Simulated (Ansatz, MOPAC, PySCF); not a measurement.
Positional isomers: quinoline fluoro+boryl. All species are isolated molecules in the gas phase. One relaxed conformer stands for each flexible species; it need not be the lowest. Strings in code marks are SMILES.

Quantity: electronic energy of isomers of C9H7BFN relative to `Bc1cc2ccccc2nc1F`, in kcal/mol. The restricted reference of `Bc1c(F)ccc2ncccc12`, `Bc1c(F)cnc2ccccc12`, `Bc1cc(F)c2ccccc2n1`, `Bc1cc(F)c2cccnc2c1`, `Bc1cc(F)c2ncccc2c1`, `Bc1cc(F)cc2cccnc12`, `Bc1cc2ccccc2nc1F`, `Bc1cc2ncccc2cc1F` and `Bc1ccc(F)c2cccnc12` is unstable towards unrestricted orbitals. Semi-empirical values (MOPAC) are differences of heats of formation.

Level 1: frozen-core MP2/cc-pVDZ // B3LYP-D3(BJ)/def2-SVP (Ansatz, a first-principles code)
Level 2: PBE/6-31G* // B3LYP-D3(BJ)/def2-SVP (PySCF)
Level 3: HF/STO-3G // B3LYP-D3(BJ)/def2-SVP (PySCF)
Level 4: AM1 // B3LYP-D3(BJ)/def2-SVP (MOPAC)

```
species               level 1  level 2  level 3  level 4
--------------------  -------  -------  -------  -------
`Bc1cc(F)c2cccnc2c1`     6.42     6.93     5.41    -5.98
`Bc1cc(F)c2ncccc2c1`     8.98     8.79     6.81    -4.98
`Bc1ccc(F)c2cccnc12`     6.75     6.84     5.41    -5.25
`Bc1cc(F)c2ccccc2n1`     8.89     9.83     7.48    -6.10
`Bc1c(F)cnc2ccccc12`     8.85     9.09     6.34    -2.90
`Bc1cc(F)cc2cccnc12`     7.76     8.63     6.60    -5.56
`Bc1cc2ncccc2cc1F`       5.97     6.32     3.64    -5.59
`Bc1c(F)ccc2ncccc12`     5.62     5.80     4.06    -3.80
```
